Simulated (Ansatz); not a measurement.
Relaxation of C$_{2}$H$_{8}$BClSi (13 atoms, charge 0, multiplicity 1), to a largest force component of 0.015 eV/Å in at most 40 steps.

These are results of RKS r2SCAN/6-31G (Ansatz 0.2.0), not measurements.

```xyz
13
Properties=species:S:1:pos:R:3:forces:R:3
C -0.626 -0.991 1.006 -1.64 1.72 0.21
C -0.204 0.318 0.279 -1.00 1.05 0.75
Si 1.520 0.095 -0.364 1.86 0.61 0.75
B -1.090 0.698 -0.944 -2.10 -0.48 0.53
Cl -0.982 2.292 -1.841 0.19 -0.35 0.16
H -0.673 -1.802 0.303 0.12 -0.75 -0.16
H 0.020 -1.168 1.858 0.23 -0.42 0.16
H -1.664 -0.785 1.383 0.68 -0.61 -0.07
H -0.205 1.182 1.043 0.18 -0.88 -1.12
H 2.442 -0.225 0.801 -0.15 -0.06 -0.17
H 1.577 -1.006 -1.305 0.00 -0.77 -0.71
H 2.032 1.342 -0.975 0.16 0.26 -0.29
H -2.126 0.014 -1.229 1.46 0.67 -0.04
```

Question: Where does it end, and by what steps?

Answer: It converged. Limits of this set-up: no polarisation functions. After 10 steps the energy has fallen by 0.451 eV; H13 moved furthest, 0.59 Å.

```tsv
step	energy less start (eV)	largest force component (eV/Å)	accepted
0	0.0000	2.095	yes
1	-0.2244	1.501	yes
2	-0.3640	0.887	yes
3	-0.4010	0.810	yes
4	-0.4404	0.174	yes
5	-0.4467	0.087	yes
6	-0.4496	0.045	yes
7	-0.4500	0.110	yes
8	-0.4507	0.027	yes
9	-0.4504	0.080	no
10	-0.4509	0.004	yes
```

```xyz
13
Properties=species:S:1:pos:R:3
C -0.693 -0.907 1.081
C -0.263 0.360 0.302
Si 1.549 0.083 -0.399
B -1.113 0.677 -0.940
Cl -1.237 2.382 -1.572
H -0.744 -1.781 0.419
H 0.007 -1.137 1.894
H -1.687 -0.768 1.525
H -0.162 1.230 0.970
H 2.406 -0.354 0.757
H 1.537 -1.012 -1.430
H 2.107 1.336 -1.006
H -1.687 -0.143 -1.588
```

Whether the end is a true minimum wasn't checked by a vibrational analysis.

Time of the run: 43 s on 1 thread of Intel(R) Xeon(R) 6975P-C (Granite Rapids), on a shared host, peak memory 0.21 GiB.
